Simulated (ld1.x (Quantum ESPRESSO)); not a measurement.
Before and after: TM potential for V

```json
{
  "Element": "vanadium (V)",
  "Generator": "ld1.x (Quantum ESPRESSO) 7.5",
  "Type": "norm-conserving Troullier–Martins (Kleinman–Bylander form)",
  "Functional": "PBEsol",
  "Relativity": "scalar-relativistic",
  "Frozen core": "[Ar]",
  "Valence charge": "5",
  "Reference configuration": "3d3 4s2 4p0",
  "Partial waves": "4p (bound, empty): rc 3.95 bohr; 3d (bound): rc 1.75 bohr; 4s (bound): rc 2.55 bohr",
  "Local potential": "the s channel",
  "Core correction": "a·sin(br)/r model core, default radius (core density twice the valence density)"
}
```

Change: wave 3d (bound): rc 1.75 bohr becomes 3d (bound): rc 2.10 bohr.

Cutoffs: the cutoffs (Ry, on a coarse ladder) from which the occupation-weighted sum of valence levels, in a spherical-Bessel basis at the reference potential, stays within 10 and 1 mRy of its value at 400 Ry; they do not see the model core or the augmentation charge, which bear on the density cutoff. Errors are all-electron minus pseudo energies relative to the spin-unpolarised reference configuration.

**Question.** How do hardness, ghosts and transferability respond?

**Answer.** The potential gets softer (70 Ry and 80 Ry → 55 Ry and 70 Ry); of the 7 tests that both files solve, the error grows in 0 and shrinks in 6 by more than 15 % and 0.3 meV (median size 324.0 → 250.6 meV); neither file shows a bound ghost. A larger radius leaves more room for a smooth pseudo-wave, so fewer plane waves are needed. That the errors move this way runs against the usual rule that smaller radii transfer better.

```tsv
quantity	base	changed
cutoff, loose	70 Ry	55 Ry
cutoff, tight	80 Ry	70 Ry
loose cutoff by channel (10 mRy a level)	d 60 Ry, s 6 Ry	d 50 Ry, s 6 Ry
bound ghosts	none	none
error for 3d3 4s1 4p0, meV [ΔE 7.75 eV]	-6.0	-4.7
error for 3d3 4s0 4p0, meV [ΔE 21.95 eV]	-46	-40
error for 3d2 4s0 4p0, meV [ΔE 50.80 eV]	-478	-405
error for 3d4 4s0 4p0, meV [ΔE 7.16 eV]	-324	-251
error for 3d1 4s0 4p0, meV [ΔE 96.63 eV]	-1781	-1205
error for 3d2 4s2 4p1, meV [ΔE 5.80 eV]	-348	-251
error for 3d3.5 4s1.5 4p0, meV [ΔE 0.05 eV]	-59	-47
s: phases at 4.30 bohr within 0.05 rad from the reference energy up to (Ry; the scan ends near 5)	0.8	0.8
p: phases at 4.30 bohr within 0.05 rad from the reference energy up to (Ry; the scan ends near 5)	1.3	1.3
d: phases at 4.30 bohr within 0.05 rad from the reference energy up to (Ry; the scan ends near 5)	0.2	0.2
```
